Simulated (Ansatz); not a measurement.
Species: Cl$_{3}$Ga, SMILES `[Cl][Ga]([Cl])[Cl]` (charge 0, multiplicity 1).

Q: Give a relaxed geometry from B3LYP-D3(BJ)/def2-TZVP (Ansatz, an electronic-structure program).

A: the end point of this relaxation (outside a Z-matrix the atoms follow the SMILES, hydrogens last).
Bonds (Å): Cl1–Ga2 2.127, Ga2–Cl3 2.127, Ga2–Cl4 2.127. Bond angles (°): Cl1–Ga2–Cl3 120.0, Cl1–Ga2–Cl4 120.0, Cl3–Ga2–Cl4 120.0.
